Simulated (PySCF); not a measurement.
**An isoelectronic series: GeS₂, AsS₂⁺, SeS₂²⁺**

Level: PBE0 in the def2-TZVP basis family, all electrons, no relativity, computed in PySCF with density fitting; open shells unrestricted.

Each entry is the lowest minimum that a search over a few typed start shapes (and spin states, where more than one is plausible) found, or that minimum re-optimised at the stated level; isomers with ligand–ligand bonds, or fragments after loss of a ligand pair, can lie lower.

| molecule | 2S+1 | point group | mean bond to the central atom (Å) | highest ω (cm⁻¹) | distinct angles (°) | lowest ω (cm⁻¹) | polar-tensor charge of the central atom |
| --- | --- | --- | --- | --- | --- | --- | --- |
| GeS₂ | 1 | D∞h | 1.996 | 673 | 180 | 132 | 0.89 |
| AsS₂⁺ | 1 | D∞h | 1.953 | 723 | 180 | 119 | 0.93 |
| SeS₂²⁺ | 1 | D∞h | 1.948 | 695 | 180 | 89 | 0.84 |

The bond shortens at every step; the largest change, -0.043 Å, falls between GeS₂ and AsS₂⁺ among the members listed.

Left out of the table are members whose search was unfinished or whose lowest solution was spin-contaminated, unstable, very soft or bonded differently.
